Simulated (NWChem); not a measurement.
Species: HfHSOF; SMILES [F][Hf](=[S])[OH]

```xyz
5

Hf     0.0008    -0.1956    -0.1789
S      0.1016     1.9973     0.1996
F      1.5472    -1.0990     0.5138
O     -1.6471    -0.9150     0.5080
H     -2.4322    -0.6627     1.0004
```
Atoms are numbered in this order, from 1.

All runs: NWChem. Structure relaxed at the PBE0/def2-SVP level. def2 effective core potentials on Hf; no spin-orbit coupling. Ions are spin-unrestricted doublets at the neutral geometry; other ion states weren't tried.

For level BHandHLYP/def2-SVP:

```yaml
"−ε(HOMO) (eV)": 7.73
```

Q: What are these values for level r2SCAN/def2-SVP?

A: 
| Item | Result |
|---|---|
| −ε(HOMO) (eV) | 5.90 |
